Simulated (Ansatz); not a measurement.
Geometry optimisation, Ansatz, RKS PBE-D4/def2-SVP.

Input file:

```yaml
crystal:
  periodic: [false, false, false]
  atoms:
    - { symbol: C, position_ang: [-0.071, 0.812, -1.4809] }
    - { symbol: Al, position_ang: [-0.4623, -0.6853, -0.2778] }
    - { symbol: Al, position_ang: [0.3996, -0.6352, 2.0292] }
    - { symbol: F, position_ang: [1.453, 0.7957, 2.6102] }
    - { symbol: H, position_ang: [-0.5872, 0.6533, -2.4959] }
    - { symbol: H, position_ang: [-0.554, 1.7932, -1.0528] }
    - { symbol: H, position_ang: [1.001, 0.9917, -1.6189] }
    - { symbol: H, position_ang: [-1.2604, -1.9218, -0.7984] }
    - { symbol: H, position_ang: [0.1696, -1.8499, 3.0682] }
basis:
  gaussian: { orbitals: def2-SVP }
hamiltonian:
  xc: pbe
  dispersion: d4
relax:
  f_tol: 0.015
  max_steps: 40
```

Launched with:

```bash
$ ansatz run input.yaml --threads 1 --pin off --max-ram 2048MiB --backend cpu --events-out ev --progress --plain --runs-dir out
```

Q: Where does it end, and by what steps?

A: The run converged. After 6 steps the energy has fallen by 0.538 eV; H9 moved furthest, 0.26 Å.

| step | energy less start (eV) | largest force component (eV/Å) | accepted |
| --- | --- | --- | --- |
| 0 | 0.0000 | 2.380 | yes |
| 1 | -0.4336 | 1.457 | yes |
| 2 | -0.5230 | 0.537 | yes |
| 3 | -0.5341 | 0.132 | yes |
| 4 | -0.5367 | 0.121 | yes |
| 5 | -0.5379 | 0.017 | yes |
| 6 | -0.5380 | 0.011 | yes |

```xyz
9
Properties=species:S:1:pos:R:3
C -0.117 0.846 -1.527
Al -0.469 -0.685 -0.337
Al 0.449 -0.683 2.109
F 1.393 0.646 2.565
H -0.501 0.707 -2.557
H -0.574 1.771 -1.110
H 0.974 1.052 -1.584
H -1.334 -1.938 -0.866
H 0.268 -1.761 3.289
```

Time of the run: 17 s on 1 thread of Arm Neoverse V2, on a shared host, peak memory 0.12 GiB.
